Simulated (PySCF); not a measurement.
Polarisability of `[CH2+]c1ccnc(C)c1`

Compound: C7H8N (charge +1).
Geometry (GFN2-xTB, Å), atoms numbered from 1 in this order:
```xyz
16
C7H8N angstrom
C     -2.5271   -0.6249   -0.1858
C     -1.2964   -0.0468    0.0386
C     -1.1789    1.3692    0.2115
C      0.0944    1.8955    0.3066
N      1.1609    1.1269    0.3006
C      1.1392   -0.1573   -0.0113
C      2.4261   -0.8815   -0.1290
C     -0.0971   -0.8061   -0.0849
H     -3.4313   -0.0336   -0.1846
H     -2.6174   -1.6674   -0.4546
H     -2.0560    1.9862    0.3246
H      0.2649    2.9480    0.4945
H      2.5250   -1.3036   -1.1285
H      3.2535   -0.2035    0.0571
H      2.4731   -1.7083    0.5778
H     -0.1403   -1.8839   -0.1440
```

Level: B3LYP/def2-SVPD (PySCF), static field, nuclei fixed, core orbitals frozen in the response. The polarisability tensor in these axes (au):

```
x   120.55   2.68   1.86
y     2.68  94.58   7.77
z     1.86   7.77  49.09
```

What are the eigenvalues, a third of the trace, and Δα (Δα² = ½Σ(αi − αj)² over the three pairs)?

Principal values 47.77, 95.52 and 120.93 au; mean 88.07 au = 13.05 Å³ = 14.52 × 10⁻⁴⁰ C²·m²/J; Δα = 64.33 au (73 % of the mean).

Traceless (Buckingham) quadrupole moment about the centre of nuclear charge: eigenvalues?

-19.10, 2.09, 17.01 D·Å. The values depend on the origin, since the species is charged. The electronic extent ⟨r²⟩ about the same centre is 909 bohr², a root-mean-square distance of 2.13 Å for the 56 electrons.

Sum over states: ᾱ = Σ f/ω², ω in Eh. What share falls to these 8 lowest TDDFT singlets (eV, f)? 1.43, 0.0044; 2.24, 0.0219; 4.28, 0.0001; 4.33, 0.0020; 4.52, 0.0878; 4.79, 0.0000; 5.30, 0.1330; 5.53, 0.0483.

They add up to 12.74 au, 14.5 % of the 88.07 au; the largest single term is 3.50 au, from the state at 5.30 eV. Terms in order: 1.59, 3.22, 0.00, 0.08, 3.18, 0.00, 3.50, 1.17 au. Higher excitations give the rest. The strengths listed sum to 0.297.

Directions of the eigenvectors, and the extent of the frame along each?

Largest value along (0.99, 0.11, 0.04), where the nuclei span 6.63 Å; middle along (-0.12, 0.98, 0.16), 4.81 Å; least along (-0.02, -0.16, 0.99), 1.75 Å. The response follows the extents in order.

Isolated species at its GFN2-xTB geometry, gas phase. GFN2-xTB frequencies show an imaginary mode (37i cm⁻¹), so this geometry is no minimum at that level.
